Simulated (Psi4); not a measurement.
Level of theory: SAPT0/jun-cc-pVDZ, frozen core (Psi4 1.11).

Psi4 input:

```
molecule {
0 1
F 0.46223909 0.00000000 0.00000000
H -0.46223909 -0.00000000 -0.00000000
--
0 1
F -4.71182121 0.86860137 -0.65919555
Si -4.00003257 -0.35170198 0.01963850
F -4.49269071 -0.48625467 1.50142512
F -2.44880114 -0.12830919 0.00459256
F -4.34688305 -1.66151110 -0.76809602
units angstrom
symmetry c1
no_reorient
no_com
}
set basis jun-cc-pvdz
set scf_type df
set freeze_core true
energy('sapt0')
```

Part of the output:

```
    SAPT Results
  --------------------------------------------------------------------------------------------------------
    Electrostatics                 -4.90301634 [mEh]      -3.07668920 [kcal/mol]     -12.87286763 [kJ/mol]
      Elst10,r                     -4.90301634 [mEh]      -3.07668920 [kcal/mol]     -12.87286763 [kJ/mol]

    Exchange                        3.37773951 [mEh]       2.11956354 [kcal/mol]       8.86825386 [kJ/mol]
      Exch10                        3.37773951 [mEh]       2.11956354 [kcal/mol]       8.86825386 [kJ/mol]
      Exch10(S^2)                   3.37110119 [mEh]       2.11539793 [kcal/mol]       8.85082494 [kJ/mol]

    Induction                      -1.54476651 [mEh]      -0.96935562 [kcal/mol]      -4.05578391 [kJ/mol]
      Ind20,r                      -1.84359223 [mEh]      -1.15687159 [kcal/mol]      -4.84035073 [kJ/mol]
      Exch-Ind20,r                  0.70821274 [mEh]       0.44441020 [kcal/mol]       1.85941228 [kJ/mol]
      delta HF,r (2)               -0.40938702 [mEh]      -0.25689423 [kcal/mol]      -1.07484546 [kJ/mol]

    Dispersion                     -1.02295185 [mEh]      -0.64191198 [kcal/mol]      -2.68575972 [kJ/mol]
      Disp20                       -1.15113033 [mEh]      -0.72234519 [kcal/mol]      -3.02229226 [kJ/mol]
      Exch-Disp20                   0.12817847 [mEh]       0.08043321 [kcal/mol]       0.33653254 [kJ/mol]
      Disp20 (SS)                  -0.57556516 [mEh]      -0.36117259 [kcal/mol]      -1.51114613 [kJ/mol]
      Disp20 (OS)                  -0.57556516 [mEh]      -0.36117259 [kcal/mol]      -1.51114613 [kJ/mol]
      Exch-Disp20 (SS)              0.07029146 [mEh]       0.04410856 [kcal/mol]       0.18455021 [kJ/mol]
      Exch-Disp20 (OS)              0.05788701 [mEh]       0.03632465 [kcal/mol]       0.15198233 [kJ/mol]

  Total HF                         -3.07004334 [mEh]      -1.92648128 [kcal/mol]      -8.06039769 [kJ/mol]
  Total SAPT0                      -4.09299520 [mEh]      -2.56839326 [kcal/mol]     -10.74615740 [kJ/mol]
```
